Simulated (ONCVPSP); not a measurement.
**Reading a pseudo-wave (carbon (C))**

Columns: radius, all-electron u(r) and pseudo u(r) of the 2s shell (level -25.76 eV) of carbon in the configuration [He] 2s2 2p1; PBE, scalar-relativistic, ONCV scheme, ONCVPSP 4.0.1.

```tsv
r (bohr)	all-electron	pseudo
0.155	-0.3714	0.1219
0.310	-0.1409	0.2480
0.465	0.1920	0.3794
0.620	0.4760	0.5168
0.775	0.6774	0.6507
0.930	0.7983	0.7880
1.085	0.8520	0.8519
1.240	0.8556	0.8555
1.395	0.8246	0.8246
1.550	0.7718	0.7717
1.705	0.7068	0.7068
1.860	0.6366	0.6366
2.015	0.5660	0.5660
2.170	0.4981	0.4981
2.325	0.4347	0.4347
2.480	0.3769	0.3769
2.635	0.3249	0.3249
2.790	0.2788	0.2788
2.945	0.2382	0.2382
3.100	0.2028	0.2028
3.255	0.1721	0.1721
3.410	0.1456	0.1456
3.565	0.1229	0.1229
3.720	0.1034	0.1034
3.875	0.0868	0.0868
4.030	0.0727	0.0727
```

(1) How many radial nodes do the two functions have?

(2) At about which radius was the pseudo-wave matched?

(3) Is the pseudo-wave norm-conserving?

Results:

(1) The all-electron 2s function has n − l − 1 = 1; the pseudo-wave has 0, since the states of the same l below it are removed with the core.

(2) 1.20 bohr, where the columns begin to agree (steps of 0.15 bohr).

(3) Yes: the ONCV scheme keeps the norm inside the radius equal to the all-electron one, which fixes the energy derivative of the logarithmic derivative at the level.
